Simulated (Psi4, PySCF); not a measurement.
Two rigid molecules brought together: H2 ··· C3H6 (SMILES [H][H] and C1CC1). Monomers: optimised at B3LYP-D3(BJ) (def2-TZVP), held rigid. Orientation: lowest of the rigid-body minima from ten starts at GFN2-xTB. The monomers approach along the line of their centres of mass (distance R); nothing else relaxes.

RKS-M06-2X/6-31G* = restricted M06-2X/6-31G*, spherical d, no counterpoise correction (PySCF); PBE/def2-TZVP, counterpoise-corrected (Psi4); SAPT0/jun-cc-pVDZ, frozen core (Psi4).

Interaction energies in kcal/mol:

| R / Å | RKS-M06-2X/6-31G* | PBE/def2-TZVP |
|---|---|---|
| 3.10 | 0.12 | 0.98 |
| 3.30 | -0.61 | 0.12 |
| 3.50 | -0.79 | -0.24 |
| 3.72 | -0.74 | -0.36 |
| 3.94 | -0.63 | -0.36 |
| 4.11 | -0.54 | -0.33 |
| 4.38 | -0.42 | -0.26 |
| 4.71 | -0.28 | -0.17 |
| 5.19 | -0.11 | -0.09 |
| 5.93 | -0.02 | -0.03 |
| 6.93 | -0.01 | -0.01 |
| 8.23 | 0.00 | 0.00 |

Question: What does SAPT0/jun-cc-pVDZ give at the same points?

Answer: 3.10: 1.17; 3.30: 0.23; 3.50: -0.19; 3.72: -0.34; 3.94: -0.34; 4.11: -0.31; 4.38: -0.24; 4.71: -0.17; 5.19: -0.10; 5.93: -0.04; 6.93: -0.02; 8.23: -0.01 (kcal/mol).
